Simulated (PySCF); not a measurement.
Sn(H)(Br)2(OH) (Br2H2OSn), SMILES [Br][SnH]([OH])[Br].

Geometry optimised at PBE0-D3(BJ)/def2-SVP. The structure was generated by enumeration; whether it is a known compound was not checked. The def2 effective core potentials stand for the cores of Sn; spin–orbit coupling is left out. The values are those of a single conformer.

The numbers are results of PySCF with PBE/def2-TZVP, not measurements.

Symmetry labels are those of the subgroup Cs that the program uses (full group Cs).

Problem. List the valence orbital energies around the gap with their symmetry. (Estimate from the structure and the level; the computed values follow.)

Solution. 
| orbital | symmetry | energy (eV) |
|---|---|---|
| HOMO−7 | A' | -9.49 |
| HOMO−6 | A" | -9.27 |
| HOMO−5 | A' | -8.67 |
| HOMO−4 | A" | -7.72 |
| HOMO−3 | A' | -7.61 |
| HOMO−2 | A' | -7.49 |
| HOMO−1 | A" | -7.42 |
| HOMO | A" | -7.29 |
| LUMO | A' | -3.15 |
| LUMO+1 | A' | -1.27 |
| LUMO+2 | A" | -1.15 |
| LUMO+3 | A' | 0.21 |
